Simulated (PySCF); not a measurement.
## Correlation energy of F(2+) (fluorine, charge +2)

[He] 2s1 2p3 3s1, high-spin 6S determinant (an excited configuration). All numbers are calculated (PySCF 2.14, the spin-free X2C one-electron Hamiltonian (Gaussian nucleus), in x2c-QZVPPall with one added diffuse shell each of s, p, d, f type (8s5p4d3f1g, 73 functions)). Frozen: nothing; 7 electrons correlated.

| level | correlation energy (mhartree) |
| --- | --- |
| CCSD | -66.54 |
| (T) | -0.23 |
| CCSD(T) | -66.77 |

Diagnostics: T1 = 0.0024, D1 = 0.0086, largest double amplitude 0.010.

The outer electron is Rydberg-like, and this basis confines it to a smaller radius and binds it less than a complete one would.

Cost of the coupled-cluster step: roughly 20 core-seconds, for 7 correlated electrons.

Iterations:

```
CC2 = 0
CCSD nocc = (np.int64(6), np.int64(1)), nmo = (73, 73)
frozen orbitals [[], []]
max_cycle = 100
direct = 0
conv_tol = 1e-08
conv_tol_normt = 1e-06
diis_space = 8
diis_start_cycle = 0
Init t2, MP2 energy = -0.0603938359274675
Init E_corr(UCCSD) = -0.0603938359276378
cycle = 1  E_corr(UCCSD) = -0.0656866854434099  dE = -0.00529284952  norm(t1,t2) = 0.010877
cycle = 2  E_corr(UCCSD) = -0.0663864812600447  dE = -0.000699795817  norm(t1,t2) = 0.00297742
cycle = 3  E_corr(UCCSD) = -0.0665598052070351  dE = -0.000173323947  norm(t1,t2) = 0.000979883
cycle = 4  E_corr(UCCSD) = -0.0665395621671127  dE = 2.02430399e-05  norm(t1,t2) = 6.90493e-05
cycle = 5  E_corr(UCCSD) = -0.0665400753816813  dE = -5.13214569e-07  norm(t1,t2) = 4.39704e-06
cycle = 6  E_corr(UCCSD) = -0.0665400554448003  dE = 1.9936881e-08  norm(t1,t2) = 2.54813e-07
cycle = 7  E_corr(UCCSD) = -0.0665400560631855  dE = -6.18385176e-10  norm(t1,t2) = 2.00205e-08
UCCSD converged
E(UCCSD) = -96.07115208892262  E_corr = -0.06654005606318551
UCCSD(T) correction = -0.000233784568886946
```

This basis was not built for core-valence correlation, so the inner-shell part is incomplete.
